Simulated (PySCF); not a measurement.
Isomers of C6H12O2SSi, mass 176.033 u with the commonest isotopes. Computed with PBE0/pcSseg-1 in PySCF (dipole) on a GFN2-xTB geometry, gas phase. One conformer each, none proved a minimum here; rigid rotors.

Question: Order these by dipole moment, largest first.
A. `[CH3:1][CH2:2][O:3]/[CH:4]=[CH:5]/[Si@@H:6]1[O:7][CH2:8][CH2:9][S:10]1` with C1–C2–O3–C4 180°, C2–O3–C4–C5 -1°, C4–C5–Si6–O7 -3°, C5–Si6–O7–C8 -117°, Si6–O7–C8–C9 -28°, O7–C8–C9–S10 44°, C8–C9–S10–Si6 -35°
B. `[CH3:1][C:2](=[O:3])[C@@H:4]1[CH2:5][C@@:6]1([SiH3:7])[S@:8]([CH3:9])=[O:10]` with C1–C2–C4–C5 -128°, C5–C6–S8–C9 146°
C. `[CH2:1]=[C:2]([CH2:3][O:4][CH3:5])[SiH2:6][O:7][C:8]([CH3:9])=[S:10]` with C1–C2–C3–O4 -151°, C2–C3–O4–C5 85°, C1–C2–Si6–O7 -15°, C2–Si6–O7–C8 180°, Si6–O7–C8–C9 180°
D. `[CH3:1][S:2]/[CH:3]=[C:4](\[CH3:5])[CH2:6][SiH2:7][C:8](=[O:9])[OH:10]` with C1–S2–C3–C4 -175°, C3–C4–C6–Si7 91°, C4–C6–Si7–C8 -63°, C6–Si7–C8–O9 -26°, Si7–C8–O10–H 179°
E. `[CH3:1][CH2:2][Si:3]1([O:4][C:5]([CH3:6])=[O:7])[CH2:8][S:9][CH2:10]1` with C1–C2–Si3–O4 -42°, C2–Si3–O4–C5 -54°, Si3–O4–C5–C6 175°, C2–Si3–C8–S9 -109°, Si3–C8–S9–C10 -9°, C8–S9–C10–Si3 9°, C2–Si3–C10–S9 109°
F. `[O:1]=[S@@:2]1[C@H:3]2[CH2:4][CH2:5][C@:6]1([O:7][SiH3:8])[CH2:9][CH2:10]2` with C5–C6–O7–Si8 149°

Answer: C (3.81 D), F (3.49 D), E (2.75 D), B (2.41 D), A (1.24 D), D (0.89 D).

Question: Order these by rotational constant B, largest first.
A. `[O:1]=[S@@:2]1[C@H:3]2[CH2:4][CH2:5][C@:6]1([O:7][SiH3:8])[CH2:9][CH2:10]2` with C5–C6–O7–Si8 149°
B. `[CH3:1][CH2:2][O:3]/[CH:4]=[CH:5]/[Si@@H:6]1[O:7][CH2:8][CH2:9][S:10]1` with C1–C2–O3–C4 180°, C2–O3–C4–C5 -1°, C4–C5–Si6–O7 -3°, C5–Si6–O7–C8 -117°, Si6–O7–C8–C9 -28°, O7–C8–C9–S10 44°, C8–C9–S10–Si6 -35°
C. `[CH2:1]=[C:2]([CH2:3][O:4][CH3:5])[SiH2:6][O:7][C:8]([CH3:9])=[S:10]` with C1–C2–C3–O4 -151°, C2–C3–O4–C5 85°, C1–C2–Si6–O7 -15°, C2–Si6–O7–C8 180°, Si6–O7–C8–C9 180°
D. `[CH3:1][CH2:2][Si:3]1([O:4][C:5]([CH3:6])=[O:7])[CH2:8][S:9][CH2:10]1` with C1–C2–Si3–O4 -42°, C2–Si3–O4–C5 -54°, Si3–O4–C5–C6 175°, C2–Si3–C8–S9 -109°, Si3–C8–S9–C10 -9°, C8–S9–C10–Si3 9°, C2–Si3–C10–S9 109°
E. `[CH3:1][C:2](=[O:3])[C@@H:4]1[CH2:5][C@@:6]1([SiH3:7])[S@:8]([CH3:9])=[O:10]` with C1–C2–C4–C5 -128°, C5–C6–S8–C9 146°
F. `[CH3:1][S:2]/[CH:3]=[C:4](\[CH3:5])[CH2:6][SiH2:7][C:8](=[O:9])[OH:10]` with C1–S2–C3–C4 -175°, C3–C4–C6–Si7 91°, C4–C6–Si7–C8 -63°, C6–Si7–C8–O9 -26°, Si7–C8–O10–H 179°

Answer: A (894.8 MHz), E (774.6 MHz), D (659.3 MHz), F (580.3 MHz), C (504.2 MHz), B (388.1 MHz).

Question: Order these by rotational constant A, smallest first.
A. `[O:1]=[S@@:2]1[C@H:3]2[CH2:4][CH2:5][C@:6]1([O:7][SiH3:8])[CH2:9][CH2:10]2` with C5–C6–O7–Si8 149°
B. `[CH3:1][C:2](=[O:3])[C@@H:4]1[CH2:5][C@@:6]1([SiH3:7])[S@:8]([CH3:9])=[O:10]` with C1–C2–C4–C5 -128°, C5–C6–S8–C9 146°
C. `[CH3:1][CH2:2][O:3]/[CH:4]=[CH:5]/[Si@@H:6]1[O:7][CH2:8][CH2:9][S:10]1` with C1–C2–O3–C4 180°, C2–O3–C4–C5 -1°, C4–C5–Si6–O7 -3°, C5–Si6–O7–C8 -117°, Si6–O7–C8–C9 -28°, O7–C8–C9–S10 44°, C8–C9–S10–Si6 -35°
D. `[CH3:1][S:2]/[CH:3]=[C:4](\[CH3:5])[CH2:6][SiH2:7][C:8](=[O:9])[OH:10]` with C1–S2–C3–C4 -175°, C3–C4–C6–Si7 91°, C4–C6–Si7–C8 -63°, C6–Si7–C8–O9 -26°, Si7–C8–O10–H 179°
E. `[CH3:1][CH2:2][Si:3]1([O:4][C:5]([CH3:6])=[O:7])[CH2:8][S:9][CH2:10]1` with C1–C2–Si3–O4 -42°, C2–Si3–O4–C5 -54°, Si3–O4–C5–C6 175°, C2–Si3–C8–S9 -109°, Si3–C8–S9–C10 -9°, C8–S9–C10–Si3 9°, C2–Si3–C10–S9 109°
F. `[CH2:1]=[C:2]([CH2:3][O:4][CH3:5])[SiH2:6][O:7][C:8]([CH3:9])=[S:10]` with C1–C2–C3–O4 -151°, C2–C3–O4–C5 85°, C1–C2–Si6–O7 -15°, C2–Si6–O7–C8 180°, Si6–O7–C8–C9 180°

Answer: D (1259 MHz), B (1426 MHz), E (1468 MHz), A (1750 MHz), F (1870 MHz), C (2541 MHz).

```csv
SMILES,point group,Ia (u·Å²),Ib (u·Å²),Ic (u·Å²),κ,μa (D),μb (D),μc (D)
CCO/C=C/[Si@@H]1OCCS1,C1,198.87,1302.07,1384.75,-0.98,1.18,0.24,0.26
O=[S@@]1[C@H]2CC[C@]1(O[SiH3])CC2,C1,288.76,564.77,642.29,-0.78,2.58,2.35,0.01
CS/C=C(\C)C[SiH2]C(=O)O,C1,401.30,870.88,1122.15,-0.68,0.86,0.10,0.20
C=C(COC)[SiH2]OC(C)=S,C1,270.21,1002.38,1203.93,-0.88,2.31,2.83,1.09
CC[Si]1(OC(C)=O)CSC1,C1,344.27,766.51,911.30,-0.77,2.23,0.53,1.53
CC(=O)[C@@H]1C[C@@]1([SiH3])[S@](C)=O,C1,354.49,652.46,783.77,-0.67,1.73,0.99,1.35
```
